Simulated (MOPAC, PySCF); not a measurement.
H5NSi, SMILES `N[SiH3]`, neutral singlet in the gas phase. 

Cartesian coordinates (Å):
```xyz
7

N      1.0326     0.0231     0.2510
Si    -0.6622     0.0356    -0.0684
H      1.6553     0.6181    -0.2729
H      1.4959    -0.8322     0.5161
H     -1.3368    -0.6818     1.0376
H     -1.1027     1.4485    -0.1213
H     -1.0821    -0.6112    -1.3421
```
Charge 0, multiplicity 1.

All levels are single points at this geometry (B3LYP-D3(BJ)/def2-TZVPD); Pople sets use spherical d functions. Orbital energies aren't observables, and empty levels follow the basis.

B3LYP/6-311+G** in PySCF gives gap (eV) = 6.74.

**Question.** Estimate the gap (eV) from each of these levels: B3LYP-D3(BJ)/def2-TZVPD in PySCF; B3LYP/6-31G* in PySCF; B3LYP/LANL2DZ in PySCF; PM6 in MOPAC; PM7 in MOPAC.

**Answer.** 
```json
[
 {"level": "B3LYP-D3(BJ)/def2-TZVPD in PySCF", "gap (eV)": "6.91"},
 {"level": "B3LYP/6-31G* in PySCF", "gap (eV)": "7.50"},
 {"level": "B3LYP/LANL2DZ in PySCF", "gap (eV)": "7.50"},
 {"level": "PM6 in MOPAC", "gap (eV)": "10.21"},
 {"level": "PM7 in MOPAC", "gap (eV)": "11.25"}
]
```
